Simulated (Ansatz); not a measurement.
Consider the redistribution: `[Cl][GeH]([Cl])[Br]` + `CC(F)[SiH2]N` → `[F][GeH]([Cl])[Br]` + `CC(Cl)[SiH2]N`.

Isolated molecules relaxed with PBE0-D4/def2-TZVP in Ansatz; ΔE leaves out vibrations. CCSD(T)/CBS is the MP2 limit (def2-TZVPP, def2-QZVPP) plus CCSD(T) − MP2 in def2-TZVPP, frozen cores. Functionals use def2-TZVPP. B3LYP here is the variant with VWN-RPA as its local correlation; programs differ in this. For Br, Ge outer-core shells are correlated without core-valence functions, which leaves a few kJ/mol of doubt a bond. Scalar relativity is left out up to krypton. Each species was taken in one conformer, which may not be the lowest.

```
             level  ΔE (kcal/mol)  difference from CCSD(T)/CBS
            PBE-D4           -5.4                          1.8
         r2SCAN-D4           -6.0                          1.2
           PBE0-D4           -5.2                          2.0
          B3LYP-D4           -5.2                          2.0
           ωB97X-V           -5.7                          1.5
           ωB97M-V           -5.8                          1.4
            B2PLYP           -6.2                          1.0
               PBE           -4.9                          2.3
            r2SCAN           -5.9                          1.3
              PBE0           -4.8                          2.4
             B3LYP           -4.5                          2.7
     HF/def2-TZVPP           -4.1                          3.1
    MP2/def2-TZVPP           -8.5                         -1.3
SCS-MP2/def2-TZVPP           -7.9                         -0.7
   CCSD/def2-TZVPP           -6.4                          0.8
CCSD(T)/def2-TZVPP           -7.0                          0.2
     HF/def2-QZVPP           -4.6                          2.6
    MP2/def2-QZVPP           -8.8                         -1.6
SCS-MP2/def2-QZVPP           -8.2                         -1.0
      HF/CBS(def2)           -4.7                          2.5
     MP2/CBS(def2)           -8.7                         -1.5
    CCSD/CBS(def2)           -6.6                          0.6
       CCSD(T)/CBS           -7.2                            0
```

Largest T1 diagnostic among the species: 0.011.

In def2-TZVPP, CCSD(T) changes the Hartree–Fock value by −2.9 kcal/mol (the triples alone add −0.6 kcal/mol) and MP2 by −4.4 kcal/mol. The D4 term adds −0.7 kcal/mol with B3LYP and −0.4 kcal/mol with PBE0; it sums over pairs of atoms, weighted by their polarisabilities, and B3LYP, whose exchange is more repulsive, gets the larger term.
